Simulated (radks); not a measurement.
Values are calculated unless marked as measured or tabulated.
All-electron atom: Cr+ in [Ar] 3d4.75 4p0.25 (fractional occupations, a model configuration). Level of theory: non-relativistic Kohn-Sham, Wu-Cohen GGA, spin-polarised, spherical densities, point nucleus; open shells are filled with parallel spins first (a radial shooting solver on a logarithmic mesh with Libxc functionals).

Normalised radial functions P(r) = r R(r), r in bohr:

r         3s down  3d down
0.004817   0.1097   0.0000
0.005519   0.1235   0.0000
0.006323   0.1387   0.0000
0.007245   0.1552   0.0000
0.008367   0.1743   0.0001
0.009585   0.1936   0.0001
0.01098    0.2140   0.0001
0.01268    0.2365   0.0002
0.01453    0.2581   0.0003
0.01665    0.2795   0.0004
0.01907    0.2999   0.0006
0.02203    0.3191   0.0009
0.02524    0.3337   0.0013
0.02891    0.3430   0.0018
0.03312    0.3453   0.0027
0.03825    0.3376   0.0040
0.04383    0.3182   0.0058
0.05021    0.2847   0.0083
0.05753    0.2351   0.0118
0.06644    0.1633   0.0170
0.07612    0.0770   0.0239
0.0872    -0.0261   0.0333
0.1007    -0.1496   0.0469
0.1154    -0.2734   0.0639
0.1322    -0.3948   0.0862
0.1514    -0.5018   0.1148
0.1749    -0.5835   0.1531
0.2004    -0.6151   0.1978
0.2296    -0.5884   0.2513
0.263     -0.4939   0.3134
0.3038    -0.3175   0.3877
0.348     -0.0863   0.4639
0.3987     0.1890   0.5426
0.4605     0.4978   0.6241
0.5276     0.7700   0.6943
0.6044     0.9888   0.7530
0.6925     1.1264   0.7947
0.7997     1.1667   0.8159
0.9162     1.1081   0.8126
1.05       0.9746   0.7879
1.203      0.7954   0.7448
1.389      0.5905   0.6833
1.591      0.4104   0.6143
1.823      0.2620   0.5398
2.089      0.1531   0.4645
2.412      0.0778   0.3851
2.763      0.0365   0.3114
3.166      0.0150   0.2419
3.656      0.0050   0.1764
4.189      0.0015   0.1246
4.799      0.0004   0.0834
5.499      0.0001   0.0526
6.35       0.0000   0.0299
7.275      0.0000   0.0161
8.335      0.0000   0.0079
9.55       0.0000   0.0035
11.03      0.0000   0.0013
12.64      0.0000   0.0004

3s down: eigenvalue -77.547 eV, 2 radial nodes at r = 0.0844, 0.364 bohr, <r> = 0.912 bohr, 90 % of the charge inside 1.37 bohr. 3d down (empty): eigenvalue -8.205 eV, 0 radial nodes, <r> = 1.41 bohr, 90 % of the charge inside 2.55 bohr.
